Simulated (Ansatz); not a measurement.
A structure relaxed at PBE-D4/def2-SVP in Ansatz, charge 0, singlet:

```
atom   x (Å)   y (Å)   z (Å)
 Zr1   0.201  -0.509   1.735
 Zr2  -0.069   1.504  -0.660
 Zr3  -0.354  -1.622  -0.744
  O4  -0.060   1.406   1.471
  O5   0.943   2.740  -1.440
  O6  -0.807  -0.093  -1.868
  O7   1.054  -0.227  -0.134
  O8  -1.470  -0.844   0.708
  O9   0.562  -2.355   0.932
```

Question: Give its formula and point group.

Answer: Zr3O6. Point group Cs (tolerance 0.1 Å).

Question: Summarise the bond lengths by kind (pairs closer than 1.2 times the sum of covalent radii, bridged metal pairs left out).

Answer: 12 × O–Zr 1.78 to 2.13 Å.

In the def2 sets Zr takes a core potential; there is no spin–orbit coupling. The relaxation made no stability test and no search for a lower SCF solution. No other spin state of charge 0 was run. Another isomer (singlet) lies 0.78 eV lower at PBE0-D4/def2-TZVP; other spin states weren't run for this one.
